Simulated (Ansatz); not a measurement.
Si(GeH3)H3 (SiGeH6) was relaxed with PBE0-D4 (def2-TZVP) in Ansatz in these states: charge +1 doublet, neutral singlet. The geometries follow in no particular order.

A:

```xyz
8

Si   -1.082    0.211    0.477
Ge    1.060   -0.207   -0.468
H     1.647   -1.519    0.080
H     2.033    0.935   -0.130
H     0.964   -0.323   -1.999
H    -0.991    0.223    1.961
H    -2.039   -0.848    0.063
H    -1.594    1.529    0.017
```

B:

```tsv
atom	x (Å)	y (Å)	z (Å)
Si1	0.1991	0.5141	-1.2526
Ge2	-0.2009	-0.5187	1.2639
H3	-1.5390	-1.1911	0.9815
H4	-0.1978	0.8075	2.0146
H5	1.0518	-1.3851	1.3137
H6	-1.0479	1.2959	-1.3540
H7	0.2807	-0.7623	-1.9879
H8	1.4540	1.2399	-0.9793
```

Q: Judge from the bond lengths which geometry belongs to which state (an estimate).

A: A is the neutral singlet (Si1–Ge2 2.378 Å, Ge2–H3 1.538 Å, Ge2–H4 1.538 Å); B is the charge +1 doublet (Si1–Ge2 2.749 Å, Ge2–H3 1.524 Å, Ge2–H4 1.524 Å).
